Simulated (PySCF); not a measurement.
Compound: C5H4F4S.
Numbering: `[F:1][C@H:2]1[CH2:3][CH:4]=[C:5]([C:6]([F:7])([F:8])[F:9])[S:10]1`

Cartesian coordinates in Å at the GFN2-xTB level; atoms count from 1:
```
atom  x, y, z in Å
F1    -2.1116    1.0121   -1.4354
C2    -1.5165    1.1111   -0.2077
C3    -1.5234   -0.2499    0.4908
C4    -0.1587   -0.8422    0.3621
C5     0.7790   -0.0059   -0.0749
C6     2.2249   -0.3284   -0.2649
F7     2.6303   -0.1681   -1.5316
F8     2.4942   -1.6016    0.0640
F9     3.0249    0.4378    0.4924
S10    0.2330    1.6265   -0.4333
H11   -2.0478    1.9013    0.3286
H12   -2.2776   -0.8837    0.0195
H13   -1.7808   -0.1400    1.5469
H14    0.0294   -1.8695    0.6212
```

NICS is the negative of the GIAO shielding at a point without a nucleus: at the ring centre (0) and 1 Å above and below it (1); zz is the component along the ring normal. Level: GIAO PBE0/pcSseg-1 (PySCF, non-relativistic, gas phase) on the GFN2-xTB geometry, one conformer.

Ring bond lengths (Å), with Mayer bond orders in brackets: C2–C3 1.530 (0.99), C3–C4 1.493 (1.04), C4–C5 1.330 (1.75), C5–S10 1.758 (1.02), S10–C2 1.838 (0.99).

Task: What do the NICS probes read (ppm)?

Result: 
```csv
ring,type,NICS(0),"NICS(1), two faces","NICS(1)zz, two faces",rms pucker (Å),"centre to ring atoms, mean (Å)"
C2–C3–C4–C5–S10,"5-membered ring with S; formal bonds 1 double, 4 single",-5.2,-4.1 / -2.9,-3.9 / -1.4,0.08,1.34
```

Task: What can be read from them?

Result: 
- C2–C3–C4–C5–S10: mean NICS(1)zz -2.7 ppm, near zero. C2, C3 have four or more neighbours, so the value isn't read as a sign of a π ring current.

Task: What is the mean of the two in-plane components of NICS at the second NICS(1) probe listed for ring C2–C3–C4–C5–S10, 1 Å off the ring?

Result: The isotropic value is a third of the trace: (3 × -2.9 − (-1.4))/2 = -3.6 ppm.

Task: Give the inner angles of the rings and the Hirshfeld charges of the ring atoms.

Result: 
- C2–C3–C4–C5–S10: C2 108.0° (+0.070 e), C3 108.0° (-0.072 e), C4 115.0° (-0.050 e), C5 115.6° (-0.062 e), S10 90.6° (+0.024 e); sum 537.3° against 540° for a flat convex ring.

Task: What are the shieldings of the ring atoms and their hydrogens in the same run (means over atoms taken as equivalent)?

Result: 
```
atoms                      environment  σ isotropic (ppm)
   C2                   sp3 C–F carbon               77.6
   C3                   allylic carbon              138.5
   C4                 alkene CH carbon               57.1
   C5  fully substituted alkene carbon               46.0
  S10                   sulfide sulfur              344.1
  H11                 methine hydrogen              25.08
  H12               methylene hydrogen              28.29
  H13               methylene hydrogen              28.44
  H14                 vinylic hydrogen              25.49
```
